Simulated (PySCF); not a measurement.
Simulation results for CH8B2Ge, CH6BClGe, CH7BGeO

Computed with PySCF 2.14.0. Calculation on a computer-drawn molecule: the log of a Hartree-Fock and frozen-core CCSD(T) single point meant for a local Hartree-Fock minimum, with one planted fault or none, to be diagnosed. Offsets are logged minus clean, where the clean run is the same molecule without the fault. The reference is restricted for singlets and unrestricted otherwise, and also for a bond in bohr or an excited solution. Adding or removing an electron swaps singlet and doublet. The excited solution moves the top pair (singlet) or top alpha electron (doublet) to the lowest empty orbital. Highest occupied and lowest empty are orbital energies over both spins, largest force is the largest gradient component, triples share is (T) over the correlation energy, the T1 limit is 0.02 restricted and 0.045 unrestricted, electrons count all cores, a negative frequency is imaginary (commonest isotopes), and the dipole is about the centre of nuclear charge; on germanium a core potential holds 10 electrons, which the energies leave out, and 3d is frozen in MP2 and coupled-cluster steps.

Common to all runs: meant charge 0; meant multiplicity 1; meant basis and core potential on germanium cc-pVDZ-PP ECP10MDF; logged SCF converged yes; logged spin squared 0; possible faults no fault, one electron removed, one electron added, multiplicity raised by two, geometry at a saddle point, SCF held on an excited solution, minimal basis STO-3G, one bond length entered in bohr, all coordinates scaled.

(1) 
```xyz
12
formula=CH8B2Ge meant_basis=cc-pVDZ logged_electrons=56 logged_basis_functions=105 logged_highest_occupied=-5.4586 logged_lowest_empty=-3.6516 logged_largest_force=0.093183 logged_CC_converged=no logged_dipole_magnitude=4.5695 logged_SCF_stable_within_its_kind=no logged_energy_HF=-384.83743 planted_fault=SCF_held_on_an_excited_solution HF_energy_offset_from_clean_run=242.2
B     -0.5612     2.0595     1.0976
C      0.6968     1.8073     0.2262
Ge     0.4375     0.0739    -0.7442
B      0.4800    -1.5867     0.5205
H     -1.4903     2.6992     0.6806
H     -0.6623     1.5563     2.1878
H      0.8664     2.5555    -0.5505
H      1.6125     1.6527     0.8028
H      1.6140    -0.0498    -1.7299
H     -0.8493     0.1408    -1.5825
H     -0.1409    -2.5800     0.2670
H      1.1606    -1.5799     1.5078
```

Units: logged_highest_occupied, logged_lowest_empty in eV; logged_largest_force in hartree/bohr; logged_dipole_magnitude in debye; logged_energy_HF in hartree; HF_energy_offset_from_clean_run in kcal/mol.

Drawn bonds:
```
atom  other atom  order
   1           2      1
   2           3      1
   3           4      1
   1           5      1
   1           6      1
   2           7      1
   2           8      1
   3           9      1
   3          10      1
   4          11      1
   4          12      1
```

Notes: CCSD not converged.

(2) 
```xyz
12
formula=CH8B2Ge meant_basis=cc-pVDZ logged_electrons=56 logged_basis_functions=105 logged_highest_occupied=-10.539 logged_lowest_empty=1.1937 logged_largest_force=0.030996 logged_T1_diagnostic=0.011468 logged_D1_diagnostic=0.036681 logged_triples_share=0.028639 logged_CC_converged=yes logged_dipole_magnitude=0.72236 logged_SCF_stable_within_its_kind=yes logged_energy_HF=-385.19698 logged_energy_CCSD(T)=-385.69291 planted_fault=all_coordinates_scaled,by_+5.6_% HF_energy_offset_from_clean_run=16.59 CCSD(T)_energy_offset_from_clean_run=11.6
B     -0.5926     2.1748     1.1591
C      0.7358     1.9086     0.2389
Ge     0.4620     0.0781    -0.7858
B      0.5069    -1.6755     0.5496
H     -1.5738     2.8504     0.7187
H     -0.6993     1.6435     2.3103
H      0.9150     2.6986    -0.5814
H      1.7028     1.7452     0.8478
H      1.7044    -0.0526    -1.8268
H     -0.8969     0.1487    -1.6711
H     -0.1488    -2.7245     0.2819
H      1.2256    -1.6684     1.5923
```

Units: logged_highest_occupied, logged_lowest_empty in eV; logged_largest_force in hartree/bohr; logged_dipole_magnitude in debye; logged_energy_HF, logged_energy_CCSD(T) in hartree; HF_energy_offset_from_clean_run, CCSD(T)_energy_offset_from_clean_run in kcal/mol.

Drawn bonds:
```
atom  other atom  order
   1           2      1
   2           3      1
   3           4      1
   1           5      1
   1           6      1
   2           7      1
   2           8      1
   3           9      1
   3          10      1
   4          11      1
   4          12      1
```

(3) 
```xyz
10
formula=CH6BClGe meant_basis=cc-pV(D+d)Z logged_electrons=66 logged_basis_functions=104 logged_highest_occupied=-11.383 logged_lowest_empty=1.8225 logged_largest_force=0.027757 logged_T1_diagnostic=0.010432 logged_D1_diagnostic=0.030182 logged_triples_share=0.026984 logged_CC_converged=yes logged_dipole_magnitude=3.34 logged_SCF_stable_within_its_kind=yes logged_energy_HF=-818.94481 logged_energy_CCSD(T)=-819.48214 planted_fault=all_coordinates_scaled,by_+4.5_% HF_energy_offset_from_clean_run=9.913 CCSD(T)_energy_offset_from_clean_run=6.401
B     -1.2993     1.5307    -0.4452
C     -1.0968     0.1221     0.3621
Ge     0.8874    -0.2513     0.7268
Cl     2.0219    -0.2655    -1.2539
H     -1.4851     1.5492    -1.6836
H     -1.2412     2.6210     0.1759
H     -1.5489     0.1599     1.4141
H     -1.4971    -0.7929    -0.1896
H      1.5750     0.8781     1.6156
H      1.0932    -1.6989     1.3585
```

Units: logged_highest_occupied, logged_lowest_empty in eV; logged_largest_force in hartree/bohr; logged_dipole_magnitude in debye; logged_energy_HF, logged_energy_CCSD(T) in hartree; HF_energy_offset_from_clean_run, CCSD(T)_energy_offset_from_clean_run in kcal/mol.

Drawn bonds:
```
atom  other atom  order
   1           2      1
   2           3      1
   3           4      1
   1           5      1
   1           6      1
   2           7      1
   2           8      1
   3           9      1
   3          10      1
```

(4) 
```xyz
11
formula=CH7BGeO meant_basis=cc-pVDZ logged_electrons=58 logged_basis_functions=100 logged_highest_occupied=-4.4058 logged_lowest_empty=-5.2953 logged_largest_force=0.1268 logged_CC_converged=no logged_dipole_magnitude=3.3133 logged_SCF_stable_within_its_kind=no logged_energy_HF=-434.30963 planted_fault=SCF_held_on_an_excited_solution HF_energy_offset_from_clean_run=355.1
B     -2.8218     0.6077    -0.6517
C     -1.7157     1.5223    -0.0547
Ge    -0.0467     0.4860     0.1854
O      0.6874     0.1172    -1.3958
H     -3.5875     0.0160     0.0616
H     -2.8922     0.4238    -1.8388
H     -1.9513     1.9103     0.9404
H     -1.4192     2.3441    -0.7119
H     -0.3015    -0.8201     0.9485
H      0.9954     1.3433     0.8934
H      0.2001    -0.4753    -1.9492
```

Units: logged_highest_occupied, logged_lowest_empty in eV; logged_largest_force in hartree/bohr; logged_dipole_magnitude in debye; logged_energy_HF in hartree; HF_energy_offset_from_clean_run in kcal/mol.

Drawn bonds:
```
atom  other atom  order
   1           2      1
   2           3      1
   3           4      1
   1           5      1
   1           6      1
   2           7      1
   2           8      1
   3           9      1
   3          10      1
   4          11      1
```

Notes: CCSD not converged.
